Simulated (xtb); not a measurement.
xtb input (GFN1-xTB):

```bash
xtb mol.xyz --gfn 1 --sp --chrg 1 --uhf 0
```
mol.xyz:
```
10

Si    -0.12432750     0.00265688     0.15664529
O      1.01276422    -0.09738812    -1.25726360
O     -1.44049284    -0.08273181    -0.74295939
O      0.29936839    -1.23187226     1.06822288
O      0.24165838     1.41138372     0.80478285
H      1.97392675     0.01668622    -1.17475872
H     -2.25882818     0.39862917    -0.58465312
H     -0.04824192    -2.12699096     0.99727152
H      0.47537602     1.53837435     1.73049258
H      0.69196692     0.14097287    -2.14364814
```

End of the output:

```
         :::::::::::::::::::::::::::::::::::::::::::::::::::::
         ::                     SUMMARY                     ::
         :::::::::::::::::::::::::::::::::::::::::::::::::::::
         :: total energy             -23.146962994446 Eh    ::
         :: gradient norm              0.044780560513 Eh/a0 ::
         :: HOMO-LUMO gap              8.568434240709 eV    ::
         ::.................................................::
         :: SCC energy               -23.300545899229 Eh    ::
         :: -> electrostatic           0.192170731204 Eh    ::
         :: repulsion energy           0.156317163536 Eh    ::
         :: dispersion energy         -0.002734258754 Eh    ::
         :: halogen bond corr.         0.000000000000 Eh    ::
         :: add. restraining           0.000000000000 Eh    ::
         :: total charge               1.000000000000 e     ::
         :::::::::::::::::::::::::::::::::::::::::::::::::::::

           -------------------------------------------------
          |                Property Printout                |
           -------------------------------------------------

    * Orbital Energies and Occupations

         #    Occupation            Energy/Eh            Energy/eV
      -------------------------------------------------------------
         1        2.0000           -1.0231898             -27.8424
       ...           ...                  ...                  ...
         4        2.0000           -0.9395407             -25.5662
         5        2.0000           -0.8716729             -23.7194
         6        2.0000           -0.8553259             -23.2746
         7        2.0000           -0.8033498             -21.8603
         8        2.0000           -0.7938863             -21.6027
         9        2.0000           -0.7851745             -21.3657
        10        2.0000           -0.7774787             -21.1563
        11        2.0000           -0.7406741             -20.1548
        12        2.0000           -0.7322903             -19.9266
        13        2.0000           -0.7206453             -19.6098
        14        2.0000           -0.7063127             -19.2197
        15        2.0000           -0.7006352             -19.0653
        16        2.0000           -0.6933304             -18.8665 (HOMO)
        17                         -0.3784463             -10.2980 (LUMO)
Note: The following floating-point exceptions are signalling: IEEE_DENORMAL
normal termination of xtb
        18                         -0.3249414              -8.8421
        19                         -0.2784930              -7.5782
        20                         -0.2755201              -7.4973
        21                         -0.2668166              -7.2604
        22                         -0.2219851              -6.0405
        23                         -0.1432793              -3.8988
        24                         -0.1361590              -3.7051
        25                         -0.0438292              -1.1927
        26                          0.0665459               1.8108
        27                          0.0707826               1.9261
       ...                                ...                  ...
        35                          1.2608151              34.3085
      -------------------------------------------------------------
                  HL-Gap            0.3148842 Eh            8.5684 eV
             Fermi-level           -0.5358884 Eh          -14.5823 eV

  Mulliken/CM5 charges         n(s)   n(p)   n(d)
     1Si    0.74073  0.70070   0.746  1.200  1.313
     2O    -0.44420 -0.77123   1.669  4.775  0.000
     3O    -0.47184 -0.64464   1.636  4.836  0.000
     4O    -0.46120 -0.63214   1.633  4.828  0.000
     5O    -0.46497 -0.63566   1.634  4.831  0.000
     6H     0.43102  0.60258   0.569  0.000  0.000
     7H     0.41202  0.59058   0.588  0.000  0.000
     8H     0.41010  0.58877   0.590  0.000  0.000
     9H     0.41336  0.59249   0.587  0.000  0.000
    10H     0.43498  0.60854   0.565  0.000  0.000

Wiberg/Mayer (AO) data.
largest (>0.10) Wiberg bond orders for each atom

 ---------------------------------------------------------------------------
     #   Z sym  total        # sym  WBO       # sym  WBO       # sym  WBO
 ---------------------------------------------------------------------------
     1  14 Si   5.108 --     4 O    1.446     5 O    1.443     3 O    1.425
                             2 O    0.698
     2   8 O    2.321 --     6 H    0.792    10 H    0.787     1 Si   0.698
     3   8 O    2.308 --     1 Si   1.425     7 H    0.796
     4   8 O    2.320 --     1 Si   1.446     8 H    0.797
     5   8 O    2.315 --     1 Si   1.443     9 H    0.794
     6   1 H    0.819 --     2 O    0.792
     7   1 H    0.832 --     3 O    0.796
     8   1 H    0.834 --     4 O    0.797
     9   1 H    0.831 --     5 O    0.794
    10   1 H    0.819 --     2 O    0.787
 ---------------------------------------------------------------------------

Topologies differ in total number of bonds
Writing topology from bond orders to xtbtopo.mol

 dipole moment from electron density (au)
     X       Y       Z
   0.6269  -0.0339  -0.9137  total (Debye):    2.818

           -------------------------------------------------
          | TOTAL ENERGY              -23.146962994446 Eh   |
          | GRADIENT NORM               0.044780560513 Eh/α |
          | HOMO-LUMO GAP               8.568434240709 eV   |
           -------------------------------------------------

------------------------------------------------------------------------
------------------------------------------------------------------------
 total:
 SCF:
```

It need not be the lowest isomer of its formula.
